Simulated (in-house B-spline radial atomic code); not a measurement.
A run on Sb (an excited or competing configuration) that did not converge. Method: scalar-relativistic (X2C) TPSSh, spin-polarised, spherical fractional occupations, exact exchange averaged over the configuration, Fermi nucleus of rms radius 4.6802 fm; computed with an all-electron radial atomic-structure program (B-spline basis).

Command:
```bash
python run_scf.py task.json out
```
Settings (nuclear radius in fm, mass in u):
```
Z                51
configuration    [Ar] 3d9 4s2 4p6 4d10 5s2 5p3 6f1
hamiltonian      x2c
method           tpssh
spin_polarised   True
nucleus          fermi
rms_radius       4.6802
atomic_mass      120.90381
speed_of_light   137.035999084
exact_exchange   averaged over the configuration
```

First and last ten iterations of the last attempt (damped for 15 steps, keeping 80 % of the old Fock matrix, then DIIS):
```
 iter        energy (Eh)    residual
    1       -6460.851030    8.45e-02
    2       -6460.855812    1.68e-03
    3       -6460.855834    1.17e-03
    4       -6460.855812    8.30e-04
    5       -6460.855791    5.95e-04
    6       -6460.855778    4.32e-04
    7       -6460.855773    3.17e-04
    8       -6460.855772    2.35e-04
    9       -6460.855772    1.76e-04
   10       -6460.855773    1.36e-04
  111       -6460.855805    1.84e-05
  112       -6460.855807    1.50e-05
  113       -6460.855807    1.64e-05
  114       -6460.855808    2.54e-05
  115       -6460.855806    2.55e-05
  116       -6460.855806    2.99e-05
  117       -6460.855807    3.34e-05
  118       -6460.855807    3.34e-05
  119       -6460.855805    3.17e-05
  120       -6460.855805    3.03e-05
 not converged after 120 iterations
```

The smallest residual met was 1.0e-05; the threshold is about 5e-07. Over the last five steps the energy moves by less than 4e-06 hartree, but the orbitals didn't meet the threshold. Time taken, with all properties: 12 s on 1 thread of Intel(R) Xeon(R) 6975P-C (shared host).
